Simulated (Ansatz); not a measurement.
Two shapes of singlet CdCl2.

Shape 1:

```xyz
3

Cl    0.0088   -0.0037   -2.2733
Cd    0.0091   -0.0018    0.0037
Cl   -0.0081   -0.0054    2.2786
```

Shape 2:

```xyz
3

Cl   -0.0491   -0.0374   -2.2062
Cd   -0.0579   -0.0493    0.0278
Cl    0.0171    0.0503    2.2343
```

Basis set: STO-3G (spherical functions). Frozen core: 24 orbitals. Charge 0, multiplicity 1.

Computed with Ansatz (development build ahead of 0.2.0); each method stands on the lowest determinant of its kind that the runs found.

Q: Which shape is lower in energy, and by how much in each method?

A:

| method | E(2) − E(1) (eV) |
| --- | --- |
| RHF | -0.093 |
| RHF-MP2 | -0.107 |

Shape 2 is lower.
